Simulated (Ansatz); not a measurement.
Reaction (cleavage of the Si–Ge bond): `[SiH3][GeH2][B](Cl)Cl` + `[CH3][In]([OH])[F]` → `[CH3][In]([F])[O][SiH3]` + `Cl[B](Cl)[GeH3]`

Computed with Ansatz on PBE0-D4/def2-TZVP structures; ΔE is electronic, products minus reactants. CCSD(T)/CBS adds triple-zeta CCSD(T) − MP2 to the extrapolated MP2 energy (def2 sets, frozen cores). Functionals use def2-TZVPP. B3LYP here is the variant with VWN-RPA as its local correlation; programs differ in this. Elements past krypton have def2 core potentials. For Ge, In outer-core shells are correlated without core-valence functions, which leaves a few kJ/mol of doubt a bond. Scalar relativity is left out up to krypton. Each species was taken in one conformer, which may not be the lowest.

`[SiH3][GeH2][B](Cl)Cl`:

Cartesian coordinates in Å:
```
Si -0.717 -0.387 -1.523
Ge 0.963 -0.153 0.153
B 0.066 0.636 1.831
Cl -0.073 2.362 2.035
Cl -0.647 -0.406 3.032
H -0.136 -0.962 -2.765
H -1.303 0.944 -1.831
H -1.793 -1.285 -1.028
H 2.068 0.783 -0.364
H 1.572 -1.532 0.459
```

`[CH3][In]([OH])[F]`:

Cartesian coordinates in Å:
```
C -1.104 -0.219 -0.790
In 0.611 -0.255 0.465
O 1.816 1.099 1.245
F 1.279 -1.984 1.081
H -0.844 0.220 -1.753
H -1.451 -1.241 -0.930
H -1.888 0.379 -0.325
H 1.582 2.000 1.008
```

`[CH3][In]([F])[O][SiH3]`:

Cartesian coordinates in Å:
```
C 1.713 1.346 0.705
In -0.264 0.674 1.067
F -1.358 1.284 2.556
O -1.372 -0.618 0.075
Si -1.249 -1.538 -1.259
H 1.907 1.338 -0.366
H 1.826 2.351 1.106
H 2.408 0.673 1.205
H -1.359 -2.982 -0.915
H -2.321 -1.197 -2.233
H 0.068 -1.332 -1.941
```

`Cl[B](Cl)[GeH3]`:

```xyz
7

Cl   -1.875   -1.202   -1.248
B    -1.143   -0.074   -0.142
Cl   -2.181    0.979    0.781
Ge    0.908    0.040    0.095
H     1.382    1.464   -0.238
H     1.267   -0.247    1.562
H     1.642   -0.961   -0.809
```

| level | ΔE (kcal/mol) | difference from CCSD(T)/CBS |
| --- | --- | --- |
| r2SCAN-D4 | -18.0 | 1.5 |
| B3LYP-D4 | -19.0 | 0.5 |
| ωB97X-V | -19.8 | -0.3 |
| PBE | -13.9 | 5.6 |
| r2SCAN | -18.1 | 1.4 |
| SCS-MP2/def2-TZVPP | -22.1 | -2.6 |
| CCSD(T)/def2-TZVPP | -19.9 | -0.4 |
| HF/def2-QZVPP | -28.2 | -8.7 |
| MP2/def2-QZVPP | -20.4 | -0.9 |
| HF/CBS(def2) | -28.3 | -8.8 |
| CCSD(T)/CBS | -19.5 | 0 |

Largest T1 diagnostic among the species: 0.016.

In def2-TZVPP, CCSD(T) changes the Hartree–Fock value by +7.6 kcal/mol (the triples alone add +1.0 kcal/mol) and MP2 by +7.1 kcal/mol. From PBE to PBE0 (25 % exact exchange), in def2-TZVPP and without D4, ΔE moves by −2.4 kcal/mol.
